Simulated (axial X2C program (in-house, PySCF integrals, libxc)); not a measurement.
## Nuclear properties of HWF

Calculated with an axial X2C code built on PySCF integrals: two-component X2C with atomic mean-field Coulomb and Gaunt terms, Gaussian nuclei, basis H dyall-v3z, W dyall-v3z, F dyall-av3z with contracted cores.

H–W–F held linear, with bonds 1.790 and 1.906 Å (near the PBE0 minimum at charge 0 of the determinant lowest at the starting distance; the state shown can have its own minimum elsewhere, held linear; other orders of the atoms were not compared).

Determinant lowest in the PBE0 search, Ω = 1 (⟨Sz⟩ = 1.96, ⟨Lz⟩ = -0.96 at PBE0), spin on the atoms H -0.04, W 1.99, F 0.01:

```
level  Eeff magnitude (GV/cm)  Ws magnitude W (kHz)  A∥/gI H (MHz)  qzz H (a.u.)  A∥/gI W (MHz)  qzz W (a.u.)  A∥/gI F (MHz)  qzz F (a.u.)  μ (D)
 PBE0                    12.7                  10.4          -3.54          0.09           3890         -9.76          -75.7          0.14  -0.13
   HF                    10.1                  7.36          -9.03          0.10           3390        -11.80          -60.6          0.24  -0.48
TPSSh                    12.6                  10.4           -1.4          0.10           3820         -9.41          -77.6          0.09   0.05
```

Determinant 0.27 eV from it at PBE0 and this distance, Ω = 3 (⟨Sz⟩ = 1.96, ⟨Lz⟩ = 1.04 at PBE0), spin on the atoms H -0.04, W 2.00, F 0.00:

| level | Eeff magnitude (GV/cm) | Ws magnitude W (kHz) | A∥/gI H (MHz) | qzz H (a.u.) | A∥/gI W (MHz) | qzz W (a.u.) | A∥/gI F (MHz) | qzz F (a.u.) | μ (D) |
| --- | --- | --- | --- | --- | --- | --- | --- | --- | --- |
| PBE0 | 16.4 | 4.64 | 1.58 | 0.09 | 1810 | -9.29 | 29.9 | 0.14 | -0.14 |
| HF | 12.8 | 3.34 | -0.162 | 0.10 | 1550 | -11.11 | 20.7 | 0.24 | -0.51 |
| TPSSh | 16.8 | 4.8 | 2.26 | 0.10 | 1810 | -9.01 | 31.6 | 0.09 | 0.04 |

Eeff is the effective electric field on the electron electric dipole moment in this Ω state and Ws the scalar–pseudoscalar constant of the nucleus named (defined with the proton number Z and per Ω); A∥ (defined per Ω) follows by multiplying with gI = μI/(I μN); qzz is the electric field gradient, eQq0 = 234.96 MHz × Q/barn × qzz; μ is positive if the F end (last atom) is positive. The operators were transformed with the bare-nucleus X2C matrices; with these basis sets, hyperfine constants and field gradients can be off by tens of per cent, and where levels differ in sign neither size nor sign is settled.

Q: With gI(183W) = 0.2356, gI(19F) = 5.2577 (g factors from the IAEA table of nuclear moments by Stone), turn the PBE0 values of the first state into constants in MHz.

A: A∥(183W) = 3890 × 0.2356 = 916 MHz; A∥(19F) = -75.7 × 5.2577 = -398 MHz.

The molecule was held linear; bending was not examined, so a bent shape may lie lower.

Each state is one determinant with collinear spin, which with several unpaired electrons need not be a pure state. Unrestricted Hartree–Fock can overshoot spin polarisation at the nuclei. With several open shells hyperfine constants can be off by a factor of several. Open-shell Ω = 0 determinants with evenly filled partner blocks cannot be reached by this program, so the Ω shown need not be the lowest component. The search compared states at one distance, so a state with another bond length can lie lower. Where a field gradient or hyperfine factor spreads by more than a factor of two over the levels, a constant derived from it is not to be relied on. PBE0 term energies can be off by some tenths of an eV.
